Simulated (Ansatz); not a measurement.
CH₆F₂O₂Si₂, SMILES `O[SiH](O)C[SiH](F)F` at its PBE0-D4/def2-TZVP geometry, where that method's forces vanish. The species carries charge 0 and has multiplicity 1.

```xyz
13

O    -2.0069   -0.0644   -1.5844
Si   -1.1791   -0.2494   -0.1864
O    -1.4023    1.1116    0.7126
C     0.6064   -0.4764   -0.6680
Si    1.7886    0.2412    0.5424
F     3.2025   -0.4820    0.4577
F     1.2479   -0.0241    2.0236
H    -2.9331    0.1748   -1.5234
H    -1.6564   -1.4215    0.5950
H    -1.2673    1.0387    1.6594
H     0.8143   -1.5444   -0.7940
H     0.7681    0.0046   -1.6393
H     2.0175    1.6913    0.4048
```

What forces (eV/Å) does PBE-D4/def2-TZVPP give on these atoms in Ansatz? (An estimate is asked.)

Ansatz gave: 
```
O1   0.171 -0.040 -0.497
Si2  0.158 -0.323  0.164
O3  -0.139  0.479 -0.142
C4  -0.027 -0.011 -0.035
Si5 -0.231  0.283 -0.343
F6   0.603 -0.292 -0.054
F7  -0.221 -0.094  0.608
H8  -0.434  0.104  0.018
H9  -0.044 -0.152  0.091
H10  0.059 -0.023  0.438
H11  0.043 -0.197 -0.037
H12  0.037  0.077 -0.188
H13  0.025  0.189 -0.024
```
